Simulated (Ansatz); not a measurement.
Problem. Name a neutral molecule of B, C, N and H with HOMO energy (B3LYP/def2-TZVPP) between -6.65 and -6.35 eV and size of the dipole moment (B3LYP/def2-TZVPP) between 1.45 and 1.75 D (Ansatz, PBE0-D4/def2-TZVP geometry).

Solution. `NCC1BN1` (-6.43 eV, 1.71 D); `BNC=C=C` (-6.52 eV, 1.49 D); `NCB1C=N1` (-6.52 eV, 1.66 D); `NBCCN` (-6.49 eV, 1.55 D). Other molecules can fit too; these were computed, each in one conformer that needn't be the lowest.

B3LYP here is the variant with VWN-RPA as its local correlation; programs differ in this.
